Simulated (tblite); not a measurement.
C6H7O2 (doublet state).
Cartesian coordinates in Å at the GFN2-xTB level; atoms count from 1:
```xyz
15
C6H7O2 angstrom
C      3.9579   -1.0691    0.7077
C      3.0363   -0.3905    0.3408
C      1.9881    0.4588   -0.1291
O      2.1219    1.4476   -0.8192
O      0.7773    0.0061    0.3100
C     -0.3343    0.6625   -0.0117
C     -1.6332    0.1238    0.4370
C     -2.5371   -0.2380   -0.7504
H      4.7542   -1.6700    1.0349
H     -0.2476    1.5396   -0.6361
H     -2.1523    0.8754    1.0427
H     -1.4556   -0.7569    1.0558
H     -2.7100    0.6350   -1.3740
H     -3.4948   -0.6041   -0.3900
H     -2.0751   -1.0121   -1.3573
```

Method: GFN2-xTB as coded in tblite; computed harmonic values from a numerical Hessian at the method's own geometry, unscaled. The method is semi-empirical: single wavenumbers can be off by several per cent or more. One conformer, not necessarily the lowest. Open shells enter through the occupations alone, without spin polarisation, and single modes of such species can be off by tens of per cent.

Harmonic wavenumbers (cm⁻¹): 27.1, 74.8, 102.3, 136.1, 180.6, 233.2, 284.8, 346.9, 371.7, 496.1, 558.9, 571.1, 588.3, 683.9, 686.6, 804.6, 896.5, 937.6, 1044.4, 1048.8, 1063.1, 1155.9, 1190.1, 1227.7, 1279.0, 1354.0, 1401.5, 1449.0, 1492.7, 1497.1, 1690.7, 2227.1, 2912.9, 3000.4, 3044.3, 3048.2, 3050.3, 3080.2, 3384.0.

A = 5344, B = 941.6, C = 844.8 MHz; mass 111.045 u (most abundant isotopes); point group C1, symmetry number 1; spin multiplicity 2.

Question: What is the zero-point energy?

Answer: ½Σν̃ = 24311 cm⁻¹ = 290.83 kJ/mol.

Question: Entropy at 298.15 K, 1 bar (ideal gas, RRHO, classical rotation)?

Answer: Translation 167.60, rotation 120.15, vibration 117.18, spin (R ln 2) 5.76: S = 410.7 J/(mol K).

Question: And Cp and H(298.15 K) − H(0)?

Answer: Cp = 143.75 J/(mol K), of which vibrations give 110.49 (their classical limit is 39 R = 324.3); H(298.15 K) − H(0) = 27.43 kJ/mol without the zero-point energy, 17.51 from vibrations.

Question: What must be added to the electronic energy to get the Gibbs energy at 298.15 K and 1 bar?

Answer: ZPE + [H(298.15 K) − H(0)] − T·S = 290.83 + 27.43 − 122.45 = 195.81 kJ/mol.

Question: Which modes carry the vibrational entropy at 298.15 K?

Answer: 27.1 cm⁻¹: 25.23; 74.8 cm⁻¹: 16.83; 102.3 cm⁻¹: 14.27; 136.1 cm⁻¹: 11.96; 180.6 cm⁻¹: 9.72; 233.2 cm⁻¹: 7.76 J/(mol K); the other 33 give 31.41 together.

Question: How do the functions run with temperature in this model?

Answer: 
```
 T (K)  S (J/(mol K))  Cp (J/(mol K))  H − H(0) (kJ/mol)  G − H(0) (kJ/mol)  ln q(vib)
    50          251.1            55.7               2.17             -10.38       0.82
   100          296.3            76.3               5.49             -24.14       2.10
373.15          445.5           166.7              39.08            -127.14       8.78
   500          499.0           199.6              62.40            -187.11      11.64
   750          589.3           245.3             118.46            -323.52      16.89
  1000          664.3           275.3             183.78            -480.49      21.65
```

q(vib) and H(0) count from the zero-point level.

Hindered rotation and anharmonicity are outside this model. Other conformers, if any are populated, would add a mixing term that is left out. The structure is chiral; the term R ln 2 for an equal mix with its mirror image is left out.
